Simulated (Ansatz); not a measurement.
Stretching the Pb1–H2 bond in BrHPb (SMILES [Br][PbH]) (multiplicity 1 held, fragments rigid). Energies count from the point at 1.861 Å.
Geometry at that point (charge 0, multiplicity 1):
```xyz
3

Pb    -0.44368    -0.36614     0.53136
H     -1.64098    -0.96492    -0.76103
Br     1.08635     0.88538    -1.22315
```

Signs of static correlation in def2-TZVPP, with CASSCF(2,2), from Ansatz (an electronic-structure program) runs.

| R (Å) | T1 of restricted CCSD | ⟨S²⟩ of UHF | largest double amplitude of restricted CCSD | weight of the CASSCF reference in MRCISD | CASSCF natural occupations |
|---|---|---|---|---|---|
| 1.489 | 0.013 | 0.000 | 0.046 | 0.903 | 1.98 0.02 |
| 1.675 | 0.013 | 0.000 | 0.040 | 0.903 | 1.97 0.03 |
| 1.861 | 0.014 | 0.000 | 0.041 | 0.903 | 1.96 0.04 |
| 2.047 | 0.015 | 0.000 | 0.068 | 0.903 | 1.94 0.06 |
| 2.233 | 0.016 | 0.000 | 0.104 | 0.902 | 1.92 0.08 |
| 2.512 | 0.021 | 0.382 | 0.163 | 0.903 | 1.87 0.13 |
| 2.791 | 0.029 | 0.688 | 0.234 | 0.903 | 1.80 0.20 |
| 3.256 | ___ | 0.903 | ___ | 0.903 | 1.62 0.38 |
| 3.721 | 0.080 | 0.974 | 0.560 | 0.904 | 1.41 0.59 |
| 4.280 | 0.111 | 1.000 | 0.787 | 0.904 | 1.22 0.78 |
| 5.024 | 0.133 | 1.008 | 0.993 | 0.904 | 1.09 0.91 |
| 5.954 | 0.138 | 1.009 | 1.091 | 0.904 | 1.03 0.97 |

Question: What belongs in the gaps?

Answer: 
- 3.256, T1 of restricted CCSD: 0.051
- 3.256, largest double amplitude of restricted CCSD: 0.376

Doubts at one or more of the structures used: a restricted determinant that unrestricted orbitals would lower (R-CCSD(T)/def2-TZVPP); T1 above 0.05 (R-CCSD(T)/def2-TZVPP, U-CCSD(T)/def2-TZVPP); other coupled-cluster roots lie near (R-CCSD(T)/def2-TZVPP); a spin-contaminated determinant (U-CCSD(T)/def2-TZVPP).
